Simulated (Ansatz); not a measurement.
Ideal-gas functions of Cl2GaI (`[Cl][Ga]([Cl])[I]`) at 400 K and 1 bar, from an Ansatz frequency run at PBE0-D4/def2-TZVP.

Molar mass 267.53 g/mol, point group C2v (symmetry number 2), electronic degeneracy 1, moments of inertia 234.279, 642.188, 876.467 u Å². Harmonic wavenumbers (cm⁻¹, unscaled): 89, 116, 122, 246, 421, 460.

Use S(trans) = R[1.5 ln M + 2.5 ln T − 1.1517]; rotational temperatures θ = 24.2544 K / I; S(rot) = R[ln(√π/σ · √(T³/θAθBθC)) + 1.5]; for each mode x = 1.438777 ν̃/T, S = R[x/(eˣ − 1) − ln(1 − e⁻ˣ)] and H = RT x/(eˣ − 1); 1 cm⁻¹ = 0.0119627 kJ/mol; R = 8.31446 J/(mol·K).

Q: By hand: the entropy, in J/(mol·K).

A: Translation 184.7. Rotation: θ = 0.1035, 0.0378, 0.0277 K, giving 124.1. Vibration, mode by mode: 17.82, 15.64, 15.23, 9.60, 5.62, 5.02, in all 68.9. Electronic 0.0. Sum 377.7 J/(mol·K).

Q: By hand: H − E and G − E in kJ/mol, counted from the electronic energy.

A: Zero-point energy ½ × 1454 × 0.0119627 = 8.7; thermal vibration 12.9; translation, rotation and pV give 4 RT = 13.3. H − E = 34.9 kJ/mol, and G − E = 34.9 − 400 × 377.7/1000 = -116.2 kJ/mol.

Vibration gives 18 % of the entropy, 48.7 J/(mol·K) of it from the modes under 150 cm⁻¹: soft modes count most, and the harmonic formula is weakest for them.
